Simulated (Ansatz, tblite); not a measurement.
Removing an electron: the cluster PbS2⁻. The state is a doublet with charge -1. Geometry: PBE-D4/def2-TZVPD. Ansatz, gas phase; energy differences of separate SCF runs; the oxidised species is a triplet (the singlet lies 0.10 eV higher at PBE0-D4/def2-TZVPD).

Cartesian coordinates in Å:
```
Pb 0.1156 0.0804 0.7010
S 1.0184 -1.9416 -0.3100
S -1.1340 1.8613 -0.3910
```

In the def2 sets Pb takes a core potential; there is no spin–orbit coupling. The xTB rows come from tblite. The order of the spin states hangs on the level: the singlet lies 0.10 eV below the triplet at PBE-D4/def2-TZVPD, but 0.07 eV above it at r2SCAN-D4/def2-TZVPD. The singlet is doubtful at r2SCAN-D4/def2-TZVPD (restricted singlet with a triplet 0.07 eV lower at the same geometry). The structure comes from a short search, and lower isomers may exist.

```json
{"level": "GFN1-xTB", "−HOMO (eV)": "–", "vertical IE (eV)": "6.87", "−LUMO (eV)": "–", "HOMO–LUMO gap (eV)": "–"}
{"level": "GFN2-xTB", "−HOMO (eV)": "–", "vertical IE (eV)": "7.85", "−LUMO (eV)": "–", "HOMO–LUMO gap (eV)": "–"}
{"level": "PBE-D4/def2-TZVPD", "−HOMO (eV)": "0.88", "vertical IE (eV)": "3.37", "−LUMO (eV)": "0.08", "HOMO–LUMO gap (eV)": "0.80"}
{"level": "r2SCAN-D4/def2-TZVPD", "−HOMO (eV)": "1.04", "vertical IE (eV)": "3.39", "−LUMO (eV)": "-0.05", "HOMO–LUMO gap (eV)": "1.09"}
{"level": "PBE0-D4/def2-TZVPD", "−HOMO (eV)": "1.79", "vertical IE (eV)": "3.39", "−LUMO (eV)": "-0.60", "HOMO–LUMO gap (eV)": "2.39"}
```

  HOMO and LUMO are the levels of the spin that leaves or enters (xTB has no such levels and no spin-polarisation term). Other spin states of the ions may lie lower, which would lower the ionisation energy or raise the affinity. Raw xTB energy differences between charge states are shifted by several eV; the methods need an empirical correction for them.
